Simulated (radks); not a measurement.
Effect of the nuclear size on the germanium ion Ge3+, [Ar] 3d10 4s1. All-electron calculation, Dirac Kohn-Sham, exchange-only LDA, spin-unpolarised, spherical densities, finite nucleus; Fermi nuclear charge, rms radius 4.0742 fm. Program: a radial shooting solver on a logarithmic mesh with Libxc functionals. The rms radius is varied about that value; shifts are against it.

rms radius (fm)  total energy shift (eV)  density at nucleus (e/bohr^3)  1s1/2 shift (meV)  2s1/2 shift (meV)  3s1/2 shift (meV)  4s1/2 shift (meV)
3.5242                           -0.0851                      3.184e+04              -36.2              -3.53             -0.534             -0.055
3.6668                           -0.0642                      3.176e+04              -27.3              -2.66             -0.402             -0.042
4.0742                                 0                      3.155e+04              0.000              0.000              0.000              0.000
4.3146                            0.0408                      3.143e+04               17.4               1.69              0.256              0.026
4.6405                            0.0997                      3.129e+04               42.4               4.13              0.625              0.064

Slopes of the eigenvalues against <r^2> in GHz/fm^2, as finite differences over the two radii next to the reference (eigenvalue slopes, not the field-shift constants of lines): 1s1/2 2090, 2s1/2 204, 3s1/2 30.8, 4s1/2 3.18.
